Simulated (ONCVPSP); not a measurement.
**PBE ONCV dataset for Li, fully relativistic all-electron reference.**

Li, optimised norm-conserving Vanderbilt (ONCV), made with ONCVPSP 4.0.1 (PBE, fully relativistic). Core none, reference 1s2 2s1. Waves: 1s+2s: rc 0.92 bohr, ncon 3, nbas 6, qcut 10.5 1/bohr, 2 projectors; p scattering state at 0.35 Ha: rc 1.10 bohr, ncon 4, nbas 8, qcut 7.4 1/bohr, 1 projector; d scattering state at 0.14 Ha: rc 1.30 bohr, ncon 3, nbas 6, qcut 7.4 1/bohr, 3 projectors, debl 2.8 Ha. Local part: polynomial inside 0.70 bohr (lpopt 3, dvloc0 0 Ha). Core correction: none.

Open shells are filled in proportion to 2j + 1.

- Cutoffs needed: 46 Ha and 54 Ha (the cutoffs (Ha) at which the residual kinetic energy of the hardest occupied pseudo-wave falls to 1 and 0.1 mHa per electron)
- Ghost test: no bound ghost flagged; no localised positive-energy state flagged
- Largest excitation error: +620 meV (all-electron minus pseudo) for 1s1 2s1, out of 4 test configurations
